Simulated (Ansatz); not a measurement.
Geometry optimisation, UKS BLYP/def2-SVP (Ansatz 0.2.0).

Input file:

```yaml
crystal:
  periodic: [false, false, false]
  atoms:
    - { symbol: Si, position_ang: [0.262733, -1.341997, 0.160165] }
    - { symbol: Si, position_ang: [-0.083436, 2.000797, 1.256081] }
    - { symbol: H, position_ang: [-0.481098, -0.759116, 1.329379] }
    - { symbol: H, position_ang: [0.326064, -2.826611, 0.419457] }
    - { symbol: Si, position_ang: [-0.804116, -0.943579, -1.911727] }
    - { symbol: H, position_ang: [1.042251, 1.324441, 0.642277] }
    - { symbol: O, position_ang: [1.869525, -0.697365, -0.001272] }
    - { symbol: H, position_ang: [0.153871, 3.484807, 1.274821] }
    - { symbol: H, position_ang: [-0.262237, 1.534673, 2.670956] }
    - { symbol: H, position_ang: [-1.343985, 1.735319, 0.488711] }
    - { symbol: H, position_ang: [-0.778796, 0.509954, -2.281685] }
    - { symbol: H, position_ang: [-2.233761, -1.399831, -1.823352] }
    - { symbol: H, position_ang: [-0.1151, -1.734416, -2.98626] }
    - { symbol: H, position_ang: [2.448285, -0.887175, 0.76235] }
magnetization:
  spin_polarized: true
basis:
  gaussian: { orbitals: def2-SVP }
hamiltonian:
  xc: blyp
relax:
  f_tol: 0.03
  max_steps: 50
```

Command:

```bash
$ ansatz run input.yaml --threads 4 --pin off --max-ram 5120MiB --backend cpu --events-out ev --progress --plain --runs-dir out
```

**Question.** Where does it end, and by what steps?

**Answer.** It converged. The force dipped under the threshold on the way, but the program's further checks kept it going. After 31 steps the energy has fallen by 0.263 eV; H10 moved furthest, 2.05 Å.

```tsv
step	energy less start (eV)	largest force component (eV/Å)	accepted
0	0.0000	0.899	yes
2	-0.1942	0.461	yes
4	-0.0973	0.828	no
6	-0.2300	0.057	yes
8	-0.2356	0.091	yes
10	-0.2401	0.176	yes
12	-0.2428	0.185	yes
14	-0.2511	0.037	yes
16	-0.2537	0.113	yes
18	-0.2570	0.031	yes
20	-0.2559	0.208	no
22	-0.2607	0.080	yes
24	-0.2617	0.076	yes
26	-0.2624	0.032	yes
28	-0.2595	0.120	no
30	-0.2630	0.031	no
31	-0.2634	0.012	yes
```

```xyz
14
Properties=species:S:1:pos:R:3
Si 0.179 -2.024 -0.221
Si 0.155 3.088 1.881
H -0.892 -2.152 0.834
H 0.962 -3.313 -0.202
Si -0.795 -1.697 -2.349
H 0.490 1.788 1.212
O 1.178 -0.682 0.056
H 1.173 4.124 1.507
H 0.164 2.903 3.370
H -1.205 3.542 1.446
H -1.625 -0.446 -2.377
H -1.684 -2.867 -2.666
H 0.264 -1.601 -3.409
H 1.636 -0.662 0.917
```

Whether the end is a true minimum wasn't checked by a vibrational analysis.

Run time: 100 s on 4 threads of Arm Neoverse N1, with other jobs on the host, peak memory 0.2 GiB.
